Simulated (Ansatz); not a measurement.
The cluster Li9H8⁺. Total charge 1; singlet. Geometry PBE-D4/def2-SVP.

```xyz
17

Li    0.7481    0.3808   -2.1838
Li   -1.8085    0.6095   -1.1124
Li   -0.0813    2.4427   -1.1731
Li   -0.8942   -1.9208   -0.7329
Li    2.7990    1.7878   -0.1614
Li    0.5758    0.3180    0.6547
Li   -0.2252   -2.1957    2.1231
Li    2.1667    0.0734    2.6869
Li   -3.0071   -1.8000    0.5869
H    -2.4830   -1.0267   -0.8497
H     0.7416   -0.8167    2.3349
H     1.6205    1.8084   -1.3941
H    -1.4576   -2.5686    0.9736
H     0.4967   -0.8550   -0.8481
H    -0.7708    1.3007   -2.3991
H    -0.7953    1.4622    0.2100
H     2.3747    0.9999    1.2845
```

Another isomer (singlet) lies 0.09 eV lower at LDA (SPW92)/def2-TZVP; other spin states weren't run for this one.

Problem. Estimate the orbital energies around the gap (eV) in Ansatz with LDA (SPW92)/def2-TZVP, PBE-D4/def2-TZVP, r2SCAN-D4/def2-TZVP, PBE0-D4/def2-TZVP, ωB97X-V/def2-TZVP.

Solution. 
```json
{"orbital": "HOMO−9", "LDA (SPW92)/def2-TZVP": "-51.23", "PBE-D4/def2-TZVP": "-52.05", "r2SCAN-D4/def2-TZVP": "-53.60", "PBE0-D4/def2-TZVP": "-56.13", "ωB97X-V/def2-TZVP": "-58.65"}
{"orbital": "HOMO−8", "LDA (SPW92)/def2-TZVP": "-51.20", "PBE-D4/def2-TZVP": "-51.95", "r2SCAN-D4/def2-TZVP": "-53.49", "PBE0-D4/def2-TZVP": "-56.03", "ωB97X-V/def2-TZVP": "-58.51"}
{"orbital": "HOMO−7", "LDA (SPW92)/def2-TZVP": "-10.84", "PBE-D4/def2-TZVP": "-10.71", "r2SCAN-D4/def2-TZVP": "-10.98", "PBE0-D4/def2-TZVP": "-12.13", "ωB97X-V/def2-TZVP": "-14.96"}
{"orbital": "HOMO−6", "LDA (SPW92)/def2-TZVP": "-10.32", "PBE-D4/def2-TZVP": "-10.21", "r2SCAN-D4/def2-TZVP": "-10.47", "PBE0-D4/def2-TZVP": "-11.55", "ωB97X-V/def2-TZVP": "-14.19"}
{"orbital": "HOMO−5", "LDA (SPW92)/def2-TZVP": "-10.07", "PBE-D4/def2-TZVP": "-9.96", "r2SCAN-D4/def2-TZVP": "-10.21", "PBE0-D4/def2-TZVP": "-11.28", "ωB97X-V/def2-TZVP": "-13.91"}
{"orbital": "HOMO−4", "LDA (SPW92)/def2-TZVP": "-9.41", "PBE-D4/def2-TZVP": "-9.32", "r2SCAN-D4/def2-TZVP": "-9.55", "PBE0-D4/def2-TZVP": "-10.54", "ωB97X-V/def2-TZVP": "-13.02"}
{"orbital": "HOMO−3", "LDA (SPW92)/def2-TZVP": "-9.20", "PBE-D4/def2-TZVP": "-9.12", "r2SCAN-D4/def2-TZVP": "-9.34", "PBE0-D4/def2-TZVP": "-10.34", "ωB97X-V/def2-TZVP": "-12.80"}
{"orbital": "HOMO−2", "LDA (SPW92)/def2-TZVP": "-8.92", "PBE-D4/def2-TZVP": "-8.84", "r2SCAN-D4/def2-TZVP": "-9.06", "PBE0-D4/def2-TZVP": "-10.01", "ωB97X-V/def2-TZVP": "-12.42"}
{"orbital": "HOMO−1", "LDA (SPW92)/def2-TZVP": "-8.76", "PBE-D4/def2-TZVP": "-8.66", "r2SCAN-D4/def2-TZVP": "-8.87", "PBE0-D4/def2-TZVP": "-9.84", "ωB97X-V/def2-TZVP": "-12.26"}
{"orbital": "HOMO", "LDA (SPW92)/def2-TZVP": "-8.20", "PBE-D4/def2-TZVP": "-8.10", "r2SCAN-D4/def2-TZVP": "-8.29", "PBE0-D4/def2-TZVP": "-9.24", "ωB97X-V/def2-TZVP": "-11.63"}
{"orbital": "LUMO", "LDA (SPW92)/def2-TZVP": "-4.36", "PBE-D4/def2-TZVP": "-4.18", "r2SCAN-D4/def2-TZVP": "-3.60", "PBE0-D4/def2-TZVP": "-3.58", "ωB97X-V/def2-TZVP": "-2.22"}
{"orbital": "LUMO+1", "LDA (SPW92)/def2-TZVP": "-4.13", "PBE-D4/def2-TZVP": "-4.08", "r2SCAN-D4/def2-TZVP": "-3.28", "PBE0-D4/def2-TZVP": "-3.52", "ωB97X-V/def2-TZVP": "-2.16"}
{"orbital": "LUMO+2", "LDA (SPW92)/def2-TZVP": "-4.05", "PBE-D4/def2-TZVP": "-3.83", "r2SCAN-D4/def2-TZVP": "-3.25", "PBE0-D4/def2-TZVP": "-3.22", "ωB97X-V/def2-TZVP": "-1.86"}
{"orbital": "LUMO+3", "LDA (SPW92)/def2-TZVP": "-3.83", "PBE-D4/def2-TZVP": "-3.77", "r2SCAN-D4/def2-TZVP": "-2.96", "PBE0-D4/def2-TZVP": "-3.20", "ωB97X-V/def2-TZVP": "-1.71"}
{"orbital": "LUMO+4", "LDA (SPW92)/def2-TZVP": "-3.74", "PBE-D4/def2-TZVP": "-3.64", "r2SCAN-D4/def2-TZVP": "-2.88", "PBE0-D4/def2-TZVP": "-3.06", "ωB97X-V/def2-TZVP": "-1.66"}
{"orbital": "LUMO+5", "LDA (SPW92)/def2-TZVP": "-3.48", "PBE-D4/def2-TZVP": "-3.37", "r2SCAN-D4/def2-TZVP": "-2.62", "PBE0-D4/def2-TZVP": "-2.78", "ωB97X-V/def2-TZVP": "-1.41"}
```
